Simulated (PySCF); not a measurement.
2-fluorocyclopenta-1,3-diene (C5H5F), SMILES C1(F)C=CCC=1. Heavy atoms are numbered as in [F:1][C:2]1=[CH:3][CH2:4][CH:5]=[CH:6]1. Hydrogens are named by the atom that carries them.

Geometry optimised at PBE0-D3(BJ)/def2-SVP. Other conformers were not sampled.

Method: CAM-B3LYP/def2-TZVP (PySCF).

ESP charges are fitted to the potential on shells at 1.4 to 2.0 van der Waals radii. Atomic charges (e), one atom of each kind:

```
atom      Löwdin    IAO  ESP fit  Mulliken
--------  ------  -----  -------  --------
F1          0.20  -0.27    -0.21         ?
C2         -0.29   0.29     0.39         ?
C3 (CH)    -0.15  -0.23    -0.38         ?
C4 (CH2)   -0.23  -0.25    -0.03     -0.12
C5 (CH)    -0.14  -0.14    -0.22     -0.19
C6 (CH)    -0.13  -0.19    -0.25         ?
H on C3     0.14   0.16     0.18      0.14
H on C4     0.16   0.16     0.10         ?
H on C5     0.14   0.15     0.16      0.14
H on C6     0.14   0.16     0.18      0.15
```

What belongs in the gaps? (Estimate from the structure and the level; the computed values follow.)


- F1, Mulliken: -0.20
- C2, Mulliken: 0.25
- C3 (CH), Mulliken: -0.24
- C6 (CH), Mulliken: -0.17
- H on C4, Mulliken: 0.12

Give the Mayer and Wiberg (Löwdin basis) orders of the bonds. (An estimate is asked for; the answer gives what the named calculation found.)


```csv
bond,Mayer,Wiberg
F1–C2,1.08,1.76
C2–C3,1.76,1.83
C3–C4,1.00,1.21
C4–C5,1.03,1.20
C2–C6,1.09,1.23
C5–C6,1.76,1.91
```
